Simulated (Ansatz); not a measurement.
Several settings on one geometry of the cluster Hf2B2 (the lowest singlet isomer of a short search) (that of the charge 0 singlet, r2SCAN-D4/def2-TZVP). Ansatz on 4 threads of Arm Neoverse V1 on a shared host; times are rough.

```xyz
4

Hf    0.381   -0.907   -1.158
Hf   -1.438   -0.175    0.458
B     0.764   -0.027    0.872
B     0.293    1.108   -0.172
```

Totals from different functionals, basis sets or treatments of relativity can't be compared as stabilities.

In the def2 sets Hf takes a core potential; there is no spin–orbit coupling. Correlated methods freeze 2 core orbitals; core or outer-core shells of Hf are correlated, in sets that lack core-valence functions.

Scalar relativity in a set contracted without it gives distorted totals.

At r2SCAN-D4/def2-TZVP a triplet lies 0.13 eV below the restricted singlet of charge 0, at its own geometry.

Q: Give the basis size and estimate the energy, ⟨S²⟩ and time of these runs.

```
run                 method  charge    state                                                                                                                  further keys
  1  RKS B2PLYP/def2-mTZVP       0  singlet                                                                                                scf: {lower_state_search: off}
  2       RKS B97/def2-SVP       0  singlet  nuclear_model: gaussian; point_charges: [{charge: 2.00, position_ang: [5.654, 0.850, -0.089]}]; accuracy: high; forces asked
  3     RKS B97/def2-mTZVP       0  singlet                                           pseudopotentials: {relativity: scalar}; scf: {omitted_lower_state_checks: [starts]}
```

A: 
| run | functions | energy (Eh) | ⟨S²⟩ | wall time |
| --- | --- | --- | --- | --- |
| 1 | 110 | -145.1435 | – | 2.1 s |
| 2 | 92 | -145.4523 | – | 23 s |
| 3 | 110 | -145.4529 | – | 3.6 s |

The restricted singlet is unstable towards broken spin symmetry at other levels; at RKS B2PLYP/def2-mTZVP, RKS B97/def2-SVP, RKS B97/def2-mTZVP this wasn't settled.
